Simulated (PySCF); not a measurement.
## K₂Cl₂: fields on a plane

Computed with PBE0 in PySCF with K def2-TZVP, Cl def2-TZVP; no relativity; density-fitted integrals.

The singlet minimum has K–Cl 2.884 Å (×4); Cl–K–Cl 94.8° (×2), K–Cl–K 85.2° (×2).

The plane holds K1 at (0.00, 0.00), K2 at (3.90, 0.00), Cl3 at (1.95, 2.12), Cl4 at (1.95, -2.12) Å. Columns run from x = -1.95 to 6.15 Å, rows from y = 4.35 (top) to -4.05 Å, in steps of 0.3 Å. Other isomers or separated fragments may lie lower.

**Question.** Give the lowest empty orbital (Å^-3/2) at -0.72 eV (cut at ±0.3; overall sign arbitrary). Lower edges of the bins (Å^-3/2): '_' -0.156, '.' -0.125, ':' -0.094, '-' -0.062, '=' -0.031, '+' 0.000, '*' 0.031, '#' 0.062, '%' 0.094, '@' 0.125; top 0.16, each point printed twice.

**Answer.** 
```
++++++++++++++++++++++++++++++++++++++++++++++++++++++++
++++++++++++++++++++++++++++++++++++++++++++++++++++++++
++++++++++++++++++++++++++++++++++++++++++++++++++++++++
++++++++++++++++++++++++++++++++++++++++++++++++++++++++
++++********++++++++++++++++++++++++++++++********++++++
**************++++++++++++++++++++++++++****************
****************++++++==========++++++******************
****************++++==============++++******************
****************++++==----@@----==++++******************
**######********++++==--::..::--==++++********########**
########********++++==----::::--==++++********##########
########****++++++++++==========++++++++++****##########
######**++==--====++++++++++++++++++====--==++**########
######**==::..::==++++++++++++++++++==::....==**########
######**--__##**==++++++++++++++++++==++##__--**########
######**--__##**==++++++++++++++++++==++##__--**########
######**==::..::==++++++++++++++++++==::....==**########
######**++==--====++++++++++++++++++====--==++**########
########****++++++++++==========++++++++++****##########
########********++++==----::::--==++++********##########
**######********++++==--::..::--==++++********########**
****************++++==----@@----==++++******************
****************++++==============++++******************
****************++++++==========++++++******************
**************++++++++++++++++++++++++++****************
++++********++++++++++++++++++++++++++++++********++++++
++++++++++++++++++++++++++++++++++++++++++++++++++++++++
++++++++++++++++++++++++++++++++++++++++++++++++++++++++
++++++++++++++++++++++++++++++++++++++++++++++++++++++++
```

**Question.** Give the electron localisation function (set to 0 where the density is under 0.005 e/Å³). Every second row and column.

**Answer.** 
```
0.00 0.00 0.00 0.00 0.00 0.00 0.09 0.09 0.00 0.00 0.00 0.00 0.00 0.00
0.00 0.00 0.00 0.00 0.12 0.34 0.52 0.52 0.34 0.12 0.00 0.00 0.00 0.00
0.00 0.00 0.00 0.00 0.38 0.71 0.84 0.84 0.71 0.39 0.00 0.00 0.00 0.00
0.00 0.00 0.00 0.18 0.59 0.85 0.26 0.25 0.85 0.60 0.18 0.00 0.00 0.00
0.00 0.00 0.00 0.03 0.54 0.86 0.28 0.31 0.86 0.54 0.03 0.00 0.00 0.00
0.00 0.00 0.11 0.11 0.04 0.69 0.86 0.86 0.70 0.04 0.11 0.11 0.00 0.00
0.00 0.21 0.75 0.88 0.79 0.05 0.53 0.54 0.05 0.79 0.88 0.75 0.21 0.00
0.00 0.42 0.88 0.81 0.53 0.55 0.02 0.02 0.54 0.56 0.82 0.88 0.43 0.00
0.00 0.34 0.85 0.53 0.87 0.23 0.10 0.10 0.22 0.87 0.52 0.85 0.35 0.00
0.00 0.09 0.48 0.67 0.21 0.17 0.80 0.81 0.17 0.20 0.67 0.49 0.09 0.00
0.00 0.00 0.01 0.02 0.20 0.84 0.41 0.39 0.84 0.20 0.02 0.01 0.00 0.00
0.00 0.00 0.00 0.11 0.62 0.86 0.42 0.45 0.87 0.62 0.12 0.00 0.00 0.00
0.00 0.00 0.00 0.15 0.51 0.81 0.87 0.87 0.81 0.51 0.15 0.00 0.00 0.00
0.00 0.00 0.00 0.00 0.24 0.55 0.72 0.72 0.55 0.24 0.00 0.00 0.00 0.00
0.00 0.00 0.00 0.00 0.00 0.15 0.27 0.27 0.15 0.00 0.00 0.00 0.00 0.00
```
